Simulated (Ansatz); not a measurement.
C2H7B2F (`BC(B)CF`). The species carries charge 0 and has multiplicity 1.

```xyz
12

B    -0.174    0.292    1.503
C     0.243    0.202    0.011
B     1.005   -1.136   -0.178
C    -0.831    0.523   -0.996
F    -0.307    0.519   -2.281
H    -1.307    0.533    1.809
H     0.641    0.136    2.362
H     1.045    0.970    0.029
H     2.055   -1.307    0.367
H     0.527   -2.017   -0.832
H    -1.626   -0.228   -0.963
H    -1.271    1.511   -0.833
```

(1) List the harmonic frequencies (cm⁻¹, unscaled) at PBE0-D4/def2-TZVP in Ansatz. (An estimate is asked.)

(2) Is this a minimum?

(3) Give the ideal-gas thermochemistry at 298.15 K and 1 bar (rigid rotor, harmonic oscillator; point group C1, symmetry number 1).

## Answers

(1) Computed: 91, 187, 194, 231, 274, 394, 481, 680, 804, 826, 863, 941, 1039, 1060, 1066, 1126, 1154, 1226, 1233, 1266, 1326, 1413, 1501, 2576, 2590, 2666, 2675, 2939, 3054, 3104.

(2) Yes, all 30 modes are real.

(3) Zero-point energy 233.2 kJ/mol; H(298) − E = 253.6 kJ/mol; entropy 331.3 J/(mol·K), of which translation 162.1, rotation 107.7, vibration 61.5; G(298) − E = 154.8 kJ/mol. Modes under 100 cm⁻¹ are hindered rotations or soft bends, so the harmonic entropy is rough.
